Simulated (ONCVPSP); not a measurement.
**Varying the ONCV potential for platinum**

Base potential:

platinum, optimised norm-conserving Vanderbilt (ONCV), made with ONCVPSP 4.0.1 (PBE, scalar-relativistic). Core [Kr] 4d10, reference 4f14 5s2 5p6 5d9 (charge +1). Waves: 5s: rc 1.10 bohr, ncon 4, nbas 9, qcut 5.7 1/bohr, 2 projectors, debl 3.9 Ha; 5p: rc 1.80 bohr, ncon 4, nbas 7, qcut 7.7 1/bohr, 2 projectors, debl 3.7 Ha; 5d: rc 1.45 bohr, ncon 3, nbas 7, qcut 6.1 1/bohr, 2 projectors, debl 0.9 Ha; 4f: rc 0.95 bohr, ncon 4, nbas 9, qcut 16.4 1/bohr, 2 projectors, debl 2.4 Ha. Local part: polynomial inside 0.60 bohr (lpopt 3, dvloc0 -1 Ha). Core correction: Teter function, fcfact 2.5, rcfact 1.35.

In the s channel the program set the typed energies aside and used -4.044, 0.250 Ha. In the f channel the program set the typed energies aside and used -2.876, 0.250 Ha.

All-electron outer shells of the reference configuration (PBE, scalar-relativistic, ld1.x):

```
shell  level (eV)  outermost node (bohr)  outermost maximum (bohr)
   5s     -110.05                   0.49                      0.87
   4f      -78.27                      –                      0.38
   5p      -64.30                   0.53                      0.98
   5d      -14.30                   0.57                      1.26
```

Cutoffs, loose and tight: the cutoffs (Ha) at which the residual kinetic energy of the hardest occupied pseudo-wave falls to 1 and 0.1 mHa per electron. They do not see the model core or the augmentation charge, which bear on the density cutoff. Test errors are all-electron minus pseudo excitation energies from the reference, over the configurations 4f14 5s2 5p6 5d9 6s1; 4f14 5s2 5p6 5d8; 4f14 5s2 5p6 5d7; 4f14 5s2 5p6 5d8 6s1. A dash means not determined; rows that change the core or the reference have their own tests.

A true bound ghost makes a file unfit for plane-wave use even where its test errors are small: the radial tests pick states by their node count and pass the ghost by.

| change | outcome | cutoff, loose | cutoff, tight | bound ghosts | GHOST(+) flags above zero | largest test error (meV) |
| --- | --- | --- | --- | --- | --- | --- |
| base | generated, projector energies reset by the program | 192 Ha | 357 Ha | s, p | d | 4 of 4 tests not solved or not reliable |
| d: rc 2.06 | generated, projector energies reset by the program | 192 Ha | 357 Ha | s, p | d | 4 of 4 tests not solved or not reliable |
| local potential polynomial inside 0.60 bohr (lpopt 3, dvloc0 7 Ha) | generated, projector energies reset by the program | 192 Ha | 357 Ha | s | p | -11 |
| core correction none | generated, projector energies reset by the program | 192 Ha | 357 Ha | s, p | d | 4 of 4 tests not solved or not reliable |
| p: qcut 9.5 | generated, projector energies reset by the program | 192 Ha | 357 Ha | s, p | d | 4 of 4 tests not solved or not reliable |
| core correction Teter function, fcfact 1.2, rcfact 1.35 | generated, projector energies reset by the program | 192 Ha | 357 Ha | s, p | d | 4 of 4 tests not solved or not reliable |

Question: What comes out with this change to the base: all radii but the core radius scaled by about 1.19 (s 1.32, p 2.14, d 1.72, f 1.14 bohr); local potential polynomial inside 0.72 bohr (lpopt 3, dvloc0 -1 Ha)?

Answer: outcome: generated, projector energies reset by the program; cutoff, loose: 117 Ha; cutoff, tight: 142 Ha; bound ghosts: s; GHOST(+) flags above zero: p, d; largest test error (meV): -7.8.

Question: What comes out with this change to the base: s: qcut 4.6?

Answer: outcome: generated, projector energies reset by the program; cutoff, loose: 201 Ha; cutoff, tight: 357 Ha; bound ghosts: s, p; GHOST(+) flags above zero: d; largest test error (meV): 4 of 4 tests not solved or not reliable.
